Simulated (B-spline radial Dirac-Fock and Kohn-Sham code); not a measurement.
## Satellites and hypersatellites of the K lines of Te⁷⁺

System: tellurium as Te⁷⁺ in the configuration [Kr] 4d9.

Input file task.json (cfg lists n, l and occupation; rrms is the nuclear radius in fm):

```json
{"items": [{
  "Z": 52,
  "q": 7,
  "cfg": [[1, 0, 2], [2, 0, 2], [2, 1, 6], [3, 0, 2], [3, 1, 6], [3, 2, 10], [4, 0, 2], [4, 1, 6], [4, 2, 9]],
  "A": 130,
  "rrms": 4.7423,
  "do": ["binding", "quiet", "double"]
}]}
```

Run with: `python xray_run.py task.json out`

These are calculated numbers from an atomic code on a B-spline grid; the model is ΔSCF Dirac-Fock with Breit, self-energy and vacuum polarisation, finite nucleus, configuration average. Each two-hole energy is an average over J within one jj subconfiguration, not an observable level; in light atoms, where LS coupling holds, the j-resolved values are not observed lines, and for a K spectator the Kα1 hypersatellite is nearly forbidden. Electron correlation is not included.

Lines without a spectator: Kα2 (K-L2) 27200.1 eV, Kα1 (K-L3) 27471.0 eV, Kβ3 (K-M2) 30942.0 eV, Kβ1 (K-M3) 30993.7 eV. Shifts in eV with one spectator hole (a dash: not computed, or left out as unreliable):

```
spectator hole     Kα2     Kα1     Kβ3     Kβ1
        K (1s)  +605.7  +626.8  +774.3  +778.8
    L2 (2p1/2)   +67.8   +86.0       –  +180.6
    L3 (2p3/2)   +64.9   +65.6  +157.9       –
    M2 (3p1/2)       –  +10.41  +23.27  +28.08
    M3 (3p3/2)   +7.50       –  +23.54  +23.04
    M4 (3d3/2)   +1.60   -1.18       –       –
```

With n spectator holes in 2p, averaged over the 2p shell (energies in eV):

```
n     KαLⁿ   step  hypersatellite KαʰLⁿ
0  27380.7      –               28000.4
1  27451.7  +71.0               28073.0
2  27524.1  +72.3               28146.8
3  27597.8  +73.7               28222.0
4  27672.7  +75.0               28298.6
5  27749.1  +76.3               28376.4
```

Run: 55 s of CPU time on 1 thread of Neoverse-N1 (shared host), peak memory 0.42 GiB.
